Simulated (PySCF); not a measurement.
Species: C₇H₁₀.
Numbering: `[CH:1]#[C:2][C:3]1([CH3:4])[CH2:5][CH2:6][CH2:7]1`

Structure used (PBE0-D3(BJ)/def2-SVP), in Å, numbered top down from 1:
```xyz
17
C7H10 angstrom
C      2.3521    0.9360    1.3722
C      1.3475    0.6476    0.7579
C      0.1403    0.2936    0.0237
C     -0.3482    1.4686   -0.8208
C     -1.0072   -0.3502    0.8602
C     -1.1944   -1.4027   -0.2461
C      0.1964   -1.0347   -0.7908
H      3.2420    1.1890    1.9176
H      0.4201    1.7706   -1.5483
H     -0.5790    2.3358   -0.1842
H     -1.2593    1.1950   -1.3750
H     -1.8548    0.3080    1.1054
H     -0.6202   -0.7888    1.7906
H     -2.0027   -1.1391   -0.9443
H     -1.3476   -2.4432    0.0740
H      0.3210   -0.9293   -1.8794
H      0.9826   -1.7009   -0.4085
```

NICS is the negative of the GIAO shielding at a point without a nucleus: at the ring centre (0) and 1 Å above and below it (1); zz is the component along the ring normal. Level: GIAO KT3/pcSseg-1 (PySCF, non-relativistic, gas phase) on the PBE0-D3(BJ)/def2-SVP geometry, one conformer.

Ring bond lengths (Å): C3–C5 1.559, C5–C6 1.538, C6–C7 1.538, C7–C3 1.559.

Task: Give the NICS values of each ring in ppm.

Result: 
```tsv
ring	type	NICS(0)	NICS(1), two faces	NICS(1)zz, two faces	rms pucker (Å)	centre to ring atoms, mean (Å)
C3–C5–C6–C7	4-membered carbocycle; formal bonds all single	-1.6	-1.1 / -0.3	1.7 / 4.2	0.12	1.09
```

Task: What do they say, and how far can they be read as aromaticity?

Result: 
- C3–C5–C6–C7: mean NICS(1)zz 2.9 ppm, near zero. C3, C5, C6, C7 have four or more neighbours, so the value isn't read as a sign of a π ring current.

Task: How do the values depend on the level or the medium?

Result: 
```json
{"level": "KT3/pcSseg-1, gas", "NICS(0), C3–C5–C6–C7": "-1.6", "mean NICS(1)zz, C3–C5–C6–C7": "2.9"}
{"level": "PBE0/pcSseg-1, gas", "NICS(0), C3–C5–C6–C7": "-2.1", "mean NICS(1)zz, C3–C5–C6–C7": "2.6"}
```

The geometry is the same throughout.

The run took 24 s wall on one thread of an Arm Neoverse V2, shared host. This is the whole shielding run at KT3/pcSseg-1, SCF included.
